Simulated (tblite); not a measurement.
Compound: C₉H₈ClN.
SMILES with atom numbers: `[CH3:1][n:2]1[cH:3][cH:4][c:5]2[cH:6][cH:7][c:8]([Cl:9])[cH:10][c:11]12` (hydrogens: H12, H13, H14 on C1; H15 on C3; H16 on C4; H17 on C6; H18 on C7; H19 on C10)

Structure optimised with GFN2-xTB, isolated species.

(1) List the bond lengths and angles at this level.

Answers

(1) 
```
                  bond  length (Å)
                 C1–N2       1.434
                 N2–C3       1.367
                 C3–C4       1.362
                 C4–C5       1.421
                 C5–C6       1.395
                 C6–C7       1.376
                 C7–C8       1.398
                C8–Cl9       1.734
                C8–C10       1.378
               C10–C11       1.390
                N2–C11       1.364
                C5–C11       1.419
C1–H12, C1–H13, C1–H14       1.092
                C3–H15       1.074
                C4–H16       1.071
                C6–H17       1.079
                C7–H18       1.079
               C10–H19       1.078
```

Bonds in one row agree within 0.01 Å and their mean is given. A selection of angles:
```
     angle  degrees
  C1–N2–C3    126.2
 C1–N2–C11    125.5
 C3–N2–C11    108.3
  N2–C3–C4    110.6
  C3–C4–C5    106.8
  C4–C5–C6    134.3
 C4–C5–C11    106.3
 C6–C5–C11    119.4
  C5–C6–C7    119.0
  C6–C7–C8    120.5
 C7–C8–Cl9    118.6
 C7–C8–C10    122.6
Cl9–C8–C10    118.9
C8–C10–C11    116.7
N2–C11–C10    130.0
 N2–C11–C5    108.1
C5–C11–C10    121.9
```

N2 (pyrrole-type nitrogen) is planar (angles 126.2°, 125.5° and 108.3°, sum 360.0°, 0.00 Å off the plane of its three neighbours). The 5-membered ring N2–C3–C4–C5–C11 has internal angles of 106.3° to 110.6°; it is planar, 0.00 Å rms from its mean plane, widest ring torsion 0°. The 8 C–C bonds span 1.362 Å (C3–C4, aromatic) to 1.421 Å (C4–C5, aromatic), a spread of 0.059 Å. The 6-membered ring C5–C6–C7–C8–C10–C11 has internal angles of 116.7° to 122.6°; it is planar, 0.00 Å rms from its mean plane, widest ring torsion 0°. Of the pairs four or more bonds apart, C1···H19 is among the closest relative to their van der Waals radii: 2.91 Å, 100 % of the sum of Bondi's values. The 3 C–N bonds span 1.364 Å (N2–C11, aromatic) to 1.434 Å (C1–N2, drawn single), a spread of 0.070 Å. The 11 heavy atoms lie in one plane (0.001 Å rms).

Point group: Cs (every atom within 0.08 Å of its image). Its GFN2-xTB frequencies are all real (lowest 87 cm⁻¹).

All values are computed, not measured.
